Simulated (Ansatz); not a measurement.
Compare A (`CC1[SiH2]C[SiH2]1`) with its isomer B (`C=C([SiH3])[SiH2]C`).

Computed with Ansatz on PBE0-D4/def2-TZVP structures; ΔE is electronic, products minus reactants. CCSD(T)/CBS adds triple-zeta CCSD(T) − MP2 to the extrapolated MP2 energy (def2 sets, frozen cores). DFT in def2-TZVPP. B3LYP here is the variant with VWN-RPA as its local correlation; programs differ in this. Each species was taken in one conformer, which may not be the lowest.

Which is lower in electronic energy at CCSD(T)/CBS, and by how much? (Best estimate.)

Computed: A, by 45.3 kJ/mol.

Give E(B) − E(A) in kJ/mol with CCSD(T)/def2-SVP, BLYP-D4, HF/def2-TZVPP, B3LYP-D4, LDA (SPW92), r2SCAN-D4, CCSD(T)/def2-TZVPP. (Estimate.)

Computed: CCSD(T)/def2-SVP 35.4, BLYP-D4 24.2, HF/def2-TZVPP 16.4, B3LYP-D4 33.4, LDA (SPW92) 80.3, r2SCAN-D4 54.1, CCSD(T)/def2-TZVPP 42.2. None reverses the order clearly.

Does the order hold for the free energy at 298.15 K (harmonic terms from PBE0-D4)? (Estimate.)

The calculation gave: Yes: G(B) − G(A) = +28.3 kJ/mol, for one conformer each. Modes under 60 cm⁻¹, often nearly free rotors, make the harmonic entropy too high.

Largest T1 diagnostic: 0.011.

In def2-TZVPP, CCSD(T) changes the Hartree–Fock value by +25.8 kJ/mol (the triples alone add +0.3 kJ/mol) and MP2 by +36.8 kJ/mol. From PBE to PBE0 (25 % exact exchange), in def2-TZVPP and without D4, E(B) − E(A) moves by +8.1 kJ/mol.
